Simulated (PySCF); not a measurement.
Radial density of Cr(2+) (chromium, charge +2)

r2SCAN, [Ar] 3d3 4s1, high-spin 5F determinant (an excited configuration). All numbers are calculated (PySCF 2.14, scalar relativity by spin-free X2C-1e, in aug-cc-pwCVTZ-DK with one added diffuse shell each of s, p, d, f, g type (11s10p8d5f4g, 152 functions)).

```tsv
r (bohr)	4πr²ρ (e/bohr)	4πr²(ρα − ρβ)
0.000867	0.1251	0.0001
0.00146	0.3199	0.0002
0.00245	0.8049	0.0005
0.00413	1.970	0.0012
0.00694	4.607	0.0029
0.0117	9.923	0.0061
0.0196	18.52	0.0108
0.0330	27.13	0.0128
0.0556	27.54	0.0034
0.0935	21.95	-0.0037
0.157	28.41	0.0771
0.264	27.46	0.4206
0.445	10.79	1.5367
0.748	13.09	2.6980
1.26	6.249	1.7679
2.12	1.072	0.8441
3.56	0.2428	0.2422
5.99	0.001809	0.0018
10.1	0.0001098	0.0001
16.9	1.120e-05	0.0000
```

Densities and radii are taken from the X2C orbitals without a picture-change correction, which distorts them close to the nucleus.

(1) Where is the radial spin density 4πr²(ρα − ρβ) most negative, and why is it negative at all?

Results:

(1) Around r = 0.0935 bohr, down to -0.0037 e/bohr: exchange with the open shell polarises the paired shells in an unrestricted calculation.
